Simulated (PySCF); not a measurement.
C₅H₉O (SMILES [OH+]=C1CCCC1), charge +1, singlet, geometry from GFN2-xTB. Base run: PySCF with MP2/3-21G.

The PySCF input:
```python
from pyscf import gto, scf, mp

mol = gto.Mole()
mol.atom = '''
    O     1.983314   -0.639902   -0.027281
    C     0.782455   -0.234074   -0.004646
    C     0.316890    1.129092    0.268542
    C    -1.167308    1.118337   -0.124280
    C    -1.589159   -0.331791    0.126470
    C    -0.342044   -1.136867   -0.256872
    H     2.689350    0.019434    0.123154
    H     0.410191    1.292084    1.352216
    H     0.913370    1.909363   -0.209952
    H    -1.754809    1.827614    0.451615
    H    -1.271794    1.369787   -1.179698
    H    -1.820520   -0.485856    1.180411
    H    -2.461332   -0.615740   -0.455143
    H    -0.343136   -1.359106   -1.333357
    H    -0.232840   -2.106548    0.233721
'''
mol.basis = '3-21g'
mol.charge = 1
mol.spin = 0
mol.verbose = 3
mol.build()

mf = scf.RHF(mol)
mf.kernel()

pt = mp.MP2(mf, frozen=6)
pt.kernel()
print('E(MP2) = %.10f' % pt.e_tot)
mf.analyze()
```

Each row names what was changed in the base input (with any setting that the change needs).

```tsv
change	basis functions	E (Eh)	MP2 correlation (Eh)	SCF-reference HOMO (eV)	SCF-reference HOMO-LUMO gap (eV)
base	72	-268.25286	-0.55436	-17.61	14.24
basis = STO-3G	39	-266.24296	-0.30262	-17.04	15.30
basis = 6-31G	72	-269.62700	-0.55194	-17.63	14.14
basis = pcseg-0	72	-268.95065	-0.56591	-17.86	14.12
basis = def2-SV(P)	102	___	___	___	___
basis = 6-31G*	102	-269.98897	-0.79549	-17.71	14.46
basis = 6-31+G*	126	-269.99752	-0.80119	-17.74	14.37
basis = pc-1	129	-269.97432	-0.85632	-17.81	14.36
basis = 6-31G**	129	___	___	___	14.45
basis = def2-SVP	129	-269.85067	-0.85299	-17.76	14.37
basis = cc-pVDZ	129	-270.07305	-0.85319	-17.69	14.45
basis = pcseg-1	129	___	___	-17.81	14.36
```

Question: What belongs in the gaps?

Answer: 
- basis = def2-SV(P), E (Eh): -269.75656
- basis = def2-SV(P), MP2 correlation (Eh): -0.79482
- basis = def2-SV(P), SCF-reference HOMO (eV): -17.85
- basis = def2-SV(P), SCF-reference HOMO-LUMO gap (eV): 14.38
- basis = 6-31G**, E (Eh): -270.06218
- basis = 6-31G**, MP2 correlation (Eh): -0.84779
- basis = 6-31G**, SCF-reference HOMO (eV): -17.66
- basis = pcseg-1, E (Eh): -269.97084
- basis = pcseg-1, MP2 correlation (Eh): -0.85628

Totals compare only among sets that treat the same electrons; sets with core potentials leave the core out.
